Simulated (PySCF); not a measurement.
B3LYP has the VWN-RPA correlation part, as in Gaussian. Excitations are Tamm–Dancoff values on a coarser integration grid. The basis has no diffuse functions, so Rydberg states are missing or too high.

Cartesian coordinates (Å):
SMILES: C#CC[SiH2]C
```xyz
13

C      2.5636     0.7181    -0.0723
C      1.7443    -0.1597    -0.0336
C      0.7052    -1.1693    -0.0169
Si    -0.9147    -0.5072    -0.7604
C     -1.4933     1.0078     0.1699
H      3.3011     1.4813    -0.1014
H      1.0180    -2.0527    -0.5811
H      0.5105    -1.5007     1.0079
H     -0.6782    -0.1909    -2.1888
H     -1.9245    -1.5934    -0.6776
H     -0.7287     1.7858     0.1392
H     -2.4091     1.4102    -0.2669
H     -1.6942     0.7708     1.2167
```
Charge 0, multiplicity 1.

Question: Predict the HOMO, S1 oscillator strength and T1 excitation (TDA) from B3LYP-D3(BJ)/def2-TZVP (PySCF).

Answer: 
HOMO: -7.15 eV
S1 oscillator strength: 0.001
T1 excitation (TDA): 5.41 eV
